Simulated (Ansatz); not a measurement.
CH3InO (`O=[CH][InH2]`), 6 atoms. Total charge 0; spin multiplicity 1. Correlated methods include outer-core shells of In, which these sets cover unevenly. In takes the def2 core potential. All runs use 2 threads of an Arm Neoverse V1 on a shared host. Correlated methods freeze the cores. Open-shell runs search over several starts.

(1) How many basis functions does each run have, and how long does it take in Ansatz? RKS ωB97M-V/def2-QZVPP energy; RHF-MP2/def2-QZVPP energy; UKS r2SCAN-D4/def2-TZVPP energy of the cation; direct RPA on PBE orbitals/def2-TZVPP energy; RKS PBE0-D4/def2-TZVP relaxation (9 steps); RKS B3LYP-D4/def2-TZVPP energy and forces; UKS ωB97X-V/def2-TZVPP energy of the cation; RKS HSE06 (plane-wave form)-D4/def2-TZVPP energy; RKS PBE0-D4/def2-QZVPP energy; RKS BLYP-D4/def2-TZVPP energy; RKS BHLYP-D4/def2-TZVPP energy; UKS B2PLYP (frozen core)/def2-TZVPP energy of the cation. (Estimate.)

Results:

(1) Ansatz gave: Other jobs shared the machine, so times are rough.

```csv
level,job,functions,wall time,peak host memory (GiB)
RKS BLYP-D4/def2-TZVPP,energy,154,1.7 s,0.15
RKS BHLYP-D4/def2-TZVPP,energy,154,2 s,0.31
RKS HSE06 (plane-wave form)-D4/def2-TZVPP,energy,154,2.3 s,0.31
RKS B3LYP-D4/def2-TZVPP,energy and forces,154,2.8 s,0.31
RKS PBE0-D4/def2-QZVPP,energy,286,4.8 s,0.67
direct RPA on PBE orbitals/def2-TZVPP,energy,154,4.9 s,0.31
UKS r2SCAN-D4/def2-TZVPP,energy of the cation,154,8 s,0.31
UKS B2PLYP (frozen core)/def2-TZVPP,energy of the cation,154,8.5 s,0.49
RHF-MP2/def2-QZVPP,energy,286,9 s,0.84
RKS ωB97M-V/def2-QZVPP,energy,286,14 s,0.83
UKS ωB97X-V/def2-TZVPP,energy of the cation,154,14 s,0.5
RKS PBE0-D4/def2-TZVP,relaxation (9 steps),130,22 s,0.23
```

B3LYP here is the variant with VWN-RPA as its local correlation; programs differ in this.
